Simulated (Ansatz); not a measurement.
`N#[C][Ga]([F])[F]` + H₂ → `N#[C][GaH][F]` + H–F at 500 K and 1 bar (hydrogenolysis of a Ga–F bond).

Calculated with Ansatz (gas phase, PBE0-D4/def2-TZVP geometries, no zero-point term in ΔE). CBS: MP2 limit from def2 TZ/QZ plus the TZ coupled-cluster correction, frozen cores. This one scheme is used for every species. For Ga outer-core shells are correlated without core-valence functions, which leaves a few kJ/mol of doubt a bond. Scalar relativity is left out up to krypton.

```tsv
species	CCSD(T)/CBS energy (Eh)	H − E (kJ/mol)	S (J/(mol·K))
`N#[C][Ga]([F])[F]`	-2216.34654	68.1	374.2
H₂	-1.17544	41.0	145.5
`N#[C][GaH][F]`	-2117.11015	76.3	352.3
H–F	-100.39570	39.4	188.7
```

H − E and S are ideal-gas, rigid-rotor, harmonic terms from PBE0-D4/def2-TZVP. The MP2-based limit puts H₂ 0.8 mEh under its directly extrapolated value; such offsets cancel only in part. 1 Eh = 2625.50 kJ/mol, R = 8.31446 J/(mol·K).

Q: By hand: ΔE, ΔH, ΔS and ΔG.

A: ΔE = (-2117.11015) + (-100.39570) − (-2216.34654) − (-1.17544) = 0.01613 Eh = 42.3 kJ/mol. Δ(H − E) = 76.3 + 39.4 − 68.1 − 41.0 = 6.6, so ΔH = 48.9 kJ/mol. ΔS = 352.3 + 188.7 − 374.2 − 145.5 = 21.3 J/(mol·K). ΔG = 48.9 − 500 × (21.3)/1000 = 38.2 kJ/mol.

Q: By hand: the equilibrium constant, and the temperature at which ΔG would vanish if ΔH and ΔS stayed fixed.

A: log₁₀ K = −ΔG/(RT ln 10) = -4.0. ΔG = 0 at ΔH/ΔS = 2296 K.

ΔH outweighs TΔS. A doubt of 5 kJ/mol in ΔE shifts log₁₀ K by 0.5 here. These are equilibria of isolated gas molecules and say nothing of rates. Largest T1 diagnostic: 0.015 (customary marks: 0.02 for closed shells, 0.045 for open ones).
